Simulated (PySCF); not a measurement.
benzoquinone (C₆H₄O₂), singlet, at a GFN2-xTB geometry; MP2/STO-3G (PySCF).

The PySCF input:
```python
from pyscf import gto, scf, mp

mol = gto.Mole()
mol.atom = '''
    O     2.617185    0.519148   -0.010824
    C     1.426228    0.282908   -0.005899
    C     0.411737    1.354708    0.041550
    C    -0.897307    1.095045    0.046964
    C    -1.426228   -0.282908    0.005899
    O    -2.617185   -0.519148    0.010824
    C    -0.411737   -1.354708   -0.041550
    C     0.897307   -1.095045   -0.046964
    H     0.796049    2.364949    0.071695
    H    -1.637875    1.882153    0.081761
    H    -0.796049   -2.364949   -0.071695
    H     1.637875   -1.882153   -0.081761
'''
mol.basis = 'sto-3g'
mol.charge = 0
mol.spin = 0
mol.verbose = 4
mol.build()

mf = scf.RHF(mol)
mf.kernel()

pt = mp.MP2(mf, frozen=8)
pt.kernel()
print('E(MP2) = %.10f' % pt.e_tot)
```

What does PySCF print? Leave out banner, timings and long lists.


```
PySCF version 2.14.0

[INPUT] verbose = 4
[INPUT] num. atoms = 12
[INPUT] num. electrons = 56
[INPUT] charge = 0
[INPUT] spin (= nelec alpha-beta = 2S) = 0
[INPUT] symmetry False subgroup None
[INPUT] Mole.unit = angstrom
[INPUT] Symbol           X                Y                Z      unit          X                Y                Z       unit  Magmom
[INPUT]  1 O      2.617185000000   0.519148000000  -0.010824000000 AA    4.945762867320   0.981047538116  -0.020454395572 Bohr   0.0
[INPUT]  2 C      1.426228000000   0.282908000000  -0.005899000000 AA    2.695180311186   0.534618638448  -0.011147494409 Bohr   0.0
[INPUT]  3 C      0.411737000000   1.354708000000   0.041550000000 AA    0.778070165350   2.560027098757   0.078518120476 Bohr   0.0
[INPUT]  4 C     -0.897307000000   1.095045000000   0.046964000000 AA   -1.695664479655   2.069335144074   0.088749097714 Bohr   0.0
[INPUT]  5 C     -1.426228000000  -0.282908000000   0.005899000000 AA   -2.695180311186  -0.534618638448   0.011147494409 Bohr   0.0
[INPUT]  6 O     -2.617185000000  -0.519148000000   0.010824000000 AA   -4.945762867320  -0.981047538116   0.020454395572 Bohr   0.0
[INPUT]  7 C     -0.411737000000  -1.354708000000  -0.041550000000 AA   -0.778070165350  -2.560027098757  -0.078518120476 Bohr   0.0
[INPUT]  8 C      0.897307000000  -1.095045000000  -0.046964000000 AA    1.695664479655  -2.069335144074  -0.088749097714 Bohr   0.0
[INPUT]  9 H      0.796049000000   2.364949000000   0.071695000000 AA    1.504314591734   4.469105908564   0.135483914501 Bohr   0.0
[INPUT] 10 H     -1.637875000000   1.882153000000   0.081761000000 AA   -3.095135176272   3.556753694529   0.154505897671 Bohr   0.0
[INPUT] 11 H     -0.796049000000  -2.364949000000  -0.071695000000 AA   -1.504314591734  -4.469105908564  -0.135483914501 Bohr   0.0
[INPUT] 12 H      1.637875000000  -1.882153000000  -0.081761000000 AA    3.095135176272  -3.556753694529  -0.154505897671 Bohr   0.0

nuclear repulsion = 323.825850733658
number of shells = 28
number of NR pGTOs = 132
number of NR cGTOs = 44
basis = sto-3g
ecp = {}

******** <class 'pyscf.scf.hf.RHF'> ********
method = RHF
initial guess = minao
damping factor = 0
level_shift factor = 0
DIIS = <class 'pyscf.scf.diis.CDIIS'>
diis_start_cycle = 1
diis_space = 8
diis_damp = 0
SCF conv_tol = 1e-09
SCF conv_tol_grad = None
SCF max_cycles = 50
direct_scf = True
direct_scf_tol = 1e-13
Set gradient conv threshold to 3.16228e-05
Initial guess from minao.
init E= -376.775188824419
  HOMO = -0.225041063231841  LUMO = -0.0690886666589949  gap/eV = 4.24368
cycle= 1 E= -374.00440742322  delta_E= 2.77  |g|= 0.944  |ddm|= 5.05
  HOMO = -0.18348090348435  LUMO = 0.100718163813533  gap/eV = 7.73345
cycle= 2 E= -374.17459892588  delta_E= -0.17  |g|= 0.819  |ddm|= 2.03
  HOMO = -0.293454340118088  LUMO = 0.122181298493487  gap/eV = 11.31002
cycle= 3 E= -374.343165079035  delta_E= -0.169  |g|= 0.0784  |ddm|= 0.91
  HOMO = -0.30635875676068  LUMO = 0.134716579092881  gap/eV = 12.00227
cycle= 4 E= -374.347394543024  delta_E= -0.00423  |g|= 0.0241  |ddm|= 0.22
  HOMO = -0.301351868020574  LUMO = 0.135301476496804  gap/eV = 11.88194
cycle= 5 E= -374.347788708556  delta_E= -0.000394  |g|= 0.00887  |ddm|= 0.0656
  HOMO = -0.301387646793207  LUMO = 0.136319102988632  gap/eV = 11.91061
cycle= 6 E= -374.347829252572  delta_E= -4.05e-05  |g|= 0.00212  |ddm|= 0.0212
  HOMO = -0.301531489675471  LUMO = 0.136568575529963  gap/eV = 11.92131
cycle= 7 E= -374.34783152481  delta_E= -2.27e-06  |g|= 0.000308  |ddm|= 0.00587
  HOMO = -0.301483678413265  LUMO = 0.136461161172132  gap/eV = 11.91709
cycle= 8 E= -374.347831573711  delta_E= -4.89e-08  |g|= 2.76e-05  |ddm|= 0.000751
  HOMO = -0.301474280677496  LUMO = 0.136464646417463  gap/eV = 11.91693
cycle= 9 E= -374.347831574249  delta_E= -5.38e-10  |g|= 3.61e-06  |ddm|= 7.78e-05
  HOMO = -0.301474680820428  LUMO = 0.136463770317609  gap/eV = 11.91691
Extra cycle  E= -374.347831574257  delta_E= -8.75e-12  |g|= 1.29e-06  |ddm|= 6.62e-06
converged SCF energy = -374.347831574257

******** <class 'pyscf.mp.mp2.RMP2'> ********
nocc = 20, nmo = 36
frozen orbitals 8
E(RMP2) = -374.801113632253  E_corr = -0.453282057995126
E(SCS-RMP2) = -374.813840317251  E_corr = -0.466008742993102
E_corr(same-spin) = -0.0899189153089037
E_corr(oppo-spin) = -0.363363142686222
E(MP2) = -374.8011136323
```
